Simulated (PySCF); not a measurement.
**C7H15B: core ionisation energies**

Compound: C7H15B.
Geometry (PBE0-D3(BJ)/def2-SVP, Å), atoms numbered from 1 in this order:
```xyz
23
C7H15B angstrom
C     -0.1083   -2.2031   -0.9871
C     -0.1964   -1.0009   -0.0481
B     -1.6550   -0.4973    0.2325
C     -1.9287    0.9831    0.6512
C     -0.8183    1.9634    0.2770
C      0.5653    1.3632    0.4917
C      0.8260    0.1123   -0.3510
C      2.2691   -0.3519   -0.1854
H      0.8835   -2.6808   -0.9765
H     -0.3123   -1.9016   -2.0279
H     -0.8496   -2.9706   -0.7189
H      0.0315   -1.3710    0.9847
H     -2.5617   -1.3084    0.2461
H     -2.0148    0.9099    1.7584
H     -2.9271    1.3279    0.3335
H     -0.9129    2.9063    0.8408
H     -0.9205    2.2396   -0.7877
H      0.6970    1.1076    1.5611
H      1.3386    2.1164    0.2657
H      0.6845    0.4002   -1.4118
H      2.4589   -0.6650    0.8554
H      2.9773    0.4580   -0.4219
H      2.5119   -1.2025   -0.8388
```

Method: delta-SCF UKS SCAN, pcX-2 on the ionised atom, pcseg-1 elsewhere, spin-free X2C in PySCF. Vertical ΔSCF values, vacuum level as zero.

Task: List the computed XPS lines with their assignment.

Result: 
| atom(s) | environment | level | binding energy (eV) | above the level's lowest (eV) | count |
| --- | --- | --- | --- | --- | --- |
| C1 | methyl carbon | C 1s | 290.28 | +0.51 | 1 |
| C2 | sp3 carbon bound to boron | C 1s | 289.77 | 0.00 | 1 |
| B3 | three-coordinate boron | B 1s | 195.28 | 0.00 | 1 |
| C4 | sp3 carbon bound to boron | C 1s | 289.84 | +0.07 | 1 |
| C5 | ring CH2 carbon | C 1s | 290.27 | +0.50 | 1 |
| C6 | ring CH2 carbon | C 1s | 290.16 | +0.39 | 1 |
| C7 | sp3 CH carbon | C 1s | 290.21 | +0.44 | 1 |
| C8 | methyl carbon | C 1s | 290.23 | +0.46 | 1 |

Lowest listed C 1s: C2, bonded to 2 C, H and B. Highest, 0.51 eV above it: C1, bonded to C and 3 H. Summing the Pauling electronegativity differences to the bonded atoms, each weighted by its formal bond order, gives -0.86 for the lowest site and -1.05 for the highest; the largest sum, -0.35, belongs to C7, 0.07 eV below the top. The smallest sum, -1.21, belongs to C4, 0.07 eV above the lowest. The values 290.21, 290.23, 290.27 and 290.28 eV lie too close for their order to be trusted.

Task: Express the binding energy of C 1s of C4 in atomic units and per mole.

Result: 289.84 eV = 10.6514 Eh = 27965 kJ/mol.

Task: Which photon energy gives electrons from C 1s of C4 a kinetic energy of 50 eV, and what is their de Broglie wavelength?

Result: hν = 289.84 + 50 = 339.84 eV, recoil neglected; λ = 12.264 Å/√(E/eV) = 1.73 Å.

The structure is a single PBE0-D3(BJ)/def2-SVP conformer in the gas phase; no vibrational or solvent corrections.

The run took 4.9 min wall on an Intel Xeon at 2.70 GHz with one thread, on a shared host, and the process peaked at 0.66 GiB of memory.
